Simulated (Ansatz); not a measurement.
Species: sum formula AlOH, net charge 1, doublet state. SMILES of the parent species: [Al][OH]
Geometry from a B3LYP-D3(BJ)/def2-TZVP (Ansatz, a first-principles code) optimisation:
```xyz
3

Al    -0.4382    -0.3438    -0.4258
O      0.5841     0.4088     0.5789
H      1.0243     1.1992     0.9035
```
Charge +1, spin multiplicity 2.

Parts of the frozen-core correlation energy in cc-pV(D+d)Z (Ansatz, hartree). Frozen orbitals: 6; correlated occupied orbitals by spin: 5 and 4; virtual: 31 and 32. UHF or UKS for open shells. No spin-orbit coupling. No relativistic terms.

```tsv
term	value
reference (HF)	-317.12342
MP2 opposite-spin	-0.15712
MP2 same-spin	-0.05736
CCSD correlation	-0.22007
(T)	-0.00525
CCSDT minus CCSD(T)	-0.00044
CCSDT(Q) minus CCSD(T)	-0.00119
T1 diagnostic	0.022
largest doubles amplitude	0.037
<S^2> of the reference	0.752
```
